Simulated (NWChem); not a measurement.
System: CH$_{4}$O$_{2}$Si, singlet; SMILES CO[Si]O

NWChem input:

```
start job
memory heap 200 mb stack 900 mb global 1100 mb
geometry units angstroms noautosym nocenter noautoz
  Si    -0.631804    -0.633187     0.057584
  O      0.490992    -1.857055     0.009925
  H      1.414535    -1.574299    -0.042020
  O      0.425401     0.670120    -0.011437
  C      0.063908     2.024533    -0.005778
  H      0.521736     2.534734     0.857456
  H      0.428008     2.517126    -0.922210
  H     -1.030789     2.172532     0.050420
end
basis spherical
  * library 6-31g*
end
dft
  xc xpbe96 cpbe96
  iterations 150
end
cosmo
  do_cosmo_smd true
  solvent propanol
end
task dft energy
```

Parts of the log:

```
             Northwest Computational Chemistry Package (NWChem) 7.3.0
             --------------------------------------------------------

                             Geometry "geometry" -> ""
                             -------------------------

 Output coordinates in angstroms (scale by  1.889725989 to convert to a.u.)

  No.       Tag          Charge          X              Y              Z
 ---- ---------------- ---------- -------------- -------------- --------------
    1 Si                  14.0000    -0.63180400    -0.63318700     0.05758400
    2 O                    8.0000     0.49099200    -1.85705500     0.00992500
    3 H                    1.0000     1.41453500    -1.57429900    -0.04202000
    4 O                    8.0000     0.42540100     0.67012000    -0.01143700
    5 C                    6.0000     0.06390800     2.02453300    -0.00577800
    6 H                    1.0000     0.52173600     2.53473400     0.85745600
    7 H                    1.0000     0.42800800     2.51712600    -0.92221000
    8 H                    1.0000    -1.03078900     2.17253200     0.05042000

 Effective nuclear repulsion energy (a.u.)     161.1520537219

  pbe96 is a nonlocal functional; adding pw91lda local functional.

                                 NWChem DFT Module
                                 -----------------

 Summary of "ao basis" -> "ao basis" (spherical)
 ------------------------------------------------------------------------------
       Tag                 Description            Shells   Functions and Types
 ---------------- ------------------------------  ------  ---------------------
 Si                          6-31g*                  8       18   4s3p1d
 O                           6-31g*                  6       14   3s2p1d
 H                           6-31g*                  2        2   2s
 C                           6-31g*                  6       14   3s2p1d

 in cosmo_initialize ...
 calling solv_data for solv:propanol

 solvent parameters
 solvname_short: propanol
 solvname_long:  1-propanol
 dielec:       20.5240
 dielecinf:     1.9182
 nonaqueous SMD model solvent descriptors
 dielec:       20.5240
 sola:          0.3700
 solb:          0.4800
 solc:          0.0000
 solg:         33.5700
 solh:          0.0000
 soln:          1.3850

[...]

                                COSMO-SMD solvation results
                                ---------------------------

             internal energy in gas <Psi(g)|H|Psi(g)> =      -480.103265369978
         internal energy in solvent <Psi(s)|H|Psi(s)> =      -480.102135748299
                               delta internal energy  =         0.001129621679 (    0.71 kcal/mol)
   total free energy in solvent <Psi(s)|H+V/2|Psi(s)> =      -480.112652551514
 polarization energy contribution <Psi(s)|V/2|Psi(s)> =        -0.010516803215 (   -6.60 kcal/mol)
    total free energy in solvent including G(SMD-CDS) =      -480.111419552482
                       G(SMD-CDS) energy contribution =         0.001232999032 (    0.77 kcal/mol)
     1 M fixed-concentration free energy of solvation =        -0.008154182504 (   -5.12 kcal/mol)

                       DFT Final Molecular Orbital Analysis
                       ------------------------------------

 Vector   18  Occ=2.000000D+00  E=-2.879559D-01
              MO Center= -1.5D-01,  9.1D-01,  1.7D-02, r^2= 2.8D+00
   Bfn.  Coefficient  Atom+Function         Bfn.  Coefficient  Atom+Function
  ----- ------------  ---------------      ----- ------------  ---------------
    37      0.361176  4 O  px                 6     -0.301639  1 Si s
    51     -0.292564  5 C  px                41      0.257719  4 O  px
    67      0.207630  8 H  s                 68      0.204594  8 H  s
    40      0.178975  4 O  s                 10     -0.155664  1 Si s
     8     -0.152438  1 Si py                 7      0.136335  1 Si px

 Vector   19  Occ=2.000000D+00  E=-2.495664D-01
              MO Center=  3.7D-01,  6.6D-01, -8.3D-03, r^2= 2.7D+00
   Bfn.  Coefficient  Atom+Function         Bfn.  Coefficient  Atom+Function
  ----- ------------  ---------------      ----- ------------  ---------------
    39      0.494567  4 O  pz                43      0.382655  4 O  pz
    23     -0.270440  2 O  pz                27     -0.216799  2 O  pz
    53     -0.213755  5 C  pz                64     -0.174511  6 H  s
    66      0.174441  7 H  s                 63     -0.151933  6 H  s
    65      0.151834  7 H  s                  9      0.100568  1 Si pz

 Vector   20  Occ=2.000000D+00  E=-2.167322D-01
              MO Center= -7.2D-01, -3.4D-01,  5.9D-02, r^2= 2.8D+00
   Bfn.  Coefficient  Atom+Function         Bfn.  Coefficient  Atom+Function
  ----- ------------  ---------------      ----- ------------  ---------------
    10      0.479960  1 Si s                  7     -0.351310  1 Si px
    37      0.345961  4 O  px                 6      0.321702  1 Si s
    41      0.259600  4 O  px                 2     -0.168747  1 Si s
    24     -0.166924  2 O  s                  3      0.143002  1 Si px
    11     -0.127245  1 Si px                22     -0.125414  2 O  py

 Vector   21  Occ=0.000000D+00  E=-6.741350D-02
              MO Center= -5.6D-01, -6.0D-01,  5.4D-02, r^2= 2.9D+00
   Bfn.  Coefficient  Atom+Function         Bfn.  Coefficient  Atom+Function
  ----- ------------  ---------------      ----- ------------  ---------------
     9      0.584894  1 Si pz                13      0.539817  1 Si pz
    27     -0.249917  2 O  pz                23     -0.246466  2 O  pz
    39     -0.245775  4 O  pz                43     -0.242673  4 O  pz
     5     -0.206156  1 Si pz                64      0.053228  6 H  s
    66     -0.053223  7 H  s                 17      0.047319  1 Si d  1

[...]
```

Level: PBE/6-31G* (spherical d), SMD on the gas-phase geometry. Low-valent species are run as closed-shell singlets; no triplet was tried in these runs. All runs use the structure optimised with PBE0/def2-SVP. Solvent: 1-propanol.
